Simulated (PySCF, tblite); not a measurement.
Isomers of C6H10F2O, one GFN2-xTB conformer each. Single-point energies are computed at PBE0/pcSseg-1 (PySCF, gas phase, no added dispersion term), electronic only.

Question: Rank them by PBE0/pcSseg-1 energy, lowest first (kJ/mol).
A. `[CH3:1][CH:2]([CH3:3])[C@:4]([CH3:5])([F:6])[C:7](=[O:8])[F:9]` with C1–C2–C4–C5 -53°, C2–C4–C7–O8 -75°
B. `[CH3:1][CH2:2][C:3]([F:4])([CH2:5][CH3:6])[C:7](=[O:8])[F:9]` with C1–C2–C3–F4 -59°, C2–C3–C5–C6 179°, C2–C3–C7–O8 61°

Answer: B (0.0), A (1.5).

Neighbours under 10 kJ/mol apart (CCC(F)(CC)C(=O)F and CC(C)[C@](C)(F)C(=O)F) can change places with a better method, another conformer or zero-point energy. GFN2-xTB itself gives, in the same order: 5.0, 0.0. GFN2-xTB puts CC(C)[C@](C)(F)C(=O)F lowest instead.

Q: Which frontier levels, dipoles and rotational constants go with these structures?

A: 
```json
{"SMILES": "CCC(F)(CC)C(=O)F", "HOMO (eV, PBE0/pcSseg-1)": "-8.96", "LUMO (eV)": "-0.68", "dipole (D)": "2.69", "A, B, C (MHz)": "1907, 1463, 1203"}
{"SMILES": "CC(C)[C@](C)(F)C(=O)F", "HOMO (eV, PBE0/pcSseg-1)": "-8.87", "LUMO (eV)": "-0.73", "dipole (D)": "2.79", "A, B, C (MHz)": "1841, 1431, 1419"}
```

Q: What happens when harmonic zero-point energies from GFN2-xTB frequencies are added?

A: 
```
               SMILES  ZPE (kJ/mol)  electronic (kJ/mol)  with ZPE (kJ/mol)
     CCC(F)(CC)C(=O)F         397.4                  0.0                0.0
CC(C)[C@](C)(F)C(=O)F         397.2                  1.5                1.3
```

The zero-point energies span 0.2 kJ/mol. The order is unchanged.
